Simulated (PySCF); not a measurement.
Ta(O)(F)2(OMe) (CH3F2O2Ta), SMILES [F][Ta]([O]C)(=[O])[F], multiplicity 1. Coordinates come from a B3LYP-D3(BJ)/def2-SVP optimisation. The spin state was assumed, not searched. The structure was generated by enumeration; whether it is a known compound was not checked. The def2 effective core potentials stand for the cores of Ta; spin–orbit coupling is left out. One conformer was computed; it need not be the lowest.

Computed equilibrium geometry at B3LYP-D3(BJ)/def2-SVP (PySCF confirms it by a frequency run) as Cartesian coordinates in Å, and its point group (one conformer of several):
point group Cs.
```xyz
9

Ta    -0.2447     0.0105     0.0000
O     -0.2120     1.7374     0.0000
F     -1.1091    -0.5588     1.5876
F     -1.1091    -0.5588    -1.5876
O      1.5558    -0.5368     0.0000
C      2.8899    -0.0735     0.0000
H      3.4081    -0.4507    -0.8957
H      2.9207     1.0289     0.0000
H      3.4081    -0.4507     0.8957
```
